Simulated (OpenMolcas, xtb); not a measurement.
**GeSiH4F2 (SMILES F[SiH](F)[GeH3]): methods side by side**

GeSiH4F2 has 8 atoms, charge 0, and is taken as a singlet. As SMILES, `F[SiH](F)[GeH3]`. The shape is that of a PBE0-D4/def2-TZVP optimisation.

Quantity: the HOMO–LUMO gap, in eV. The values are calculated.

```tsv
level	kind	program	value (eV)	CPU time
GFN0-xTB	semi-empirical	xtb	5.00	under 2 s
HF/def2-SVP	Hartree–Fock	OpenMolcas	14.74	9.6 s
SVWN5/def2-SVP	LDA	OpenMolcas	6.27	18 s
revPBE/def2-SVP	GGA	OpenMolcas	6.45	25 s
TPSS/def2-SVP	meta-GGA	OpenMolcas	6.72	30 s
r2SCAN/def2-SVP	meta-GGA	OpenMolcas	7.01	30 s
PBE0/def2-SVP	global hybrid	OpenMolcas	8.50	21 s
B2PLYP/def2-SVP	double hybrid	OpenMolcas	10.85	16 s
```

All-electron rows without a relativistic Hamiltonian named are non-relativistic. The values span 5.00 to 14.74 eV. Orbital gaps aren't excitation energies, and those of double hybrids come from the SCF part alone; they tend to grow with the share of exact exchange. CPU times are rough (shared hosts, several kinds of processor and program).
